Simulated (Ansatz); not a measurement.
`CO[SiH2]CN`, relaxed with RKS PBE-D4/def2-SVP in Ansatz from a rough embedded geometry. The force threshold is 0.03 eV/Å; the program also tests the step.

Charge 0, multiplicity 1.

Start:

```xyz
14

C     1.614    1.177    0.112
O     1.543    0.078    0.910
Si    0.442   -1.073    0.482
C    -1.304   -0.565    0.254
N    -1.493    0.381   -0.910
H     2.528    1.812    0.427
H     1.814    0.950   -0.962
H     0.779    1.833    0.185
H     0.504   -2.165    1.570
H     0.909   -1.744   -0.758
H    -1.984   -1.345    0.193
H    -1.602    0.035    1.182
H    -2.431    0.761   -0.950
H    -1.319   -0.134   -1.734
```

Question: By how much does the energy fall, and how many steps does the optimiser take? (An estimate is asked.)

Answer: The calculation gave: 12.93 kcal/mol, in 9 steps, 1 of them rejected.

Question: Which bonds change most? (Estimate.)

Answer: The calculation gave: C4–H11 from 1.037 to 1.124 Å; Si3–C4 from 1.833 to 1.899 Å; C1–O2 from 1.360 to 1.419 Å; C1–H8 from 1.065 to 1.113 Å.

Question: Give the relaxed structure. (An estimate is asked.)

Answer: The calculation gave: 
```xyz
14

C     1.719    1.221    0.062
O     1.468    0.092    0.885
Si    0.418   -1.142    0.446
C    -1.377   -0.538    0.301
N    -1.509    0.408   -0.813
H     2.290    1.968    0.654
H     2.334    0.949   -0.829
H     0.776    1.688   -0.301
H     0.530   -2.176    1.528
H     0.822   -1.737   -0.888
H    -2.066   -1.426    0.281
H    -1.601   -0.009    1.255
H    -2.467    0.775   -0.873
H    -1.336   -0.072   -1.706
```
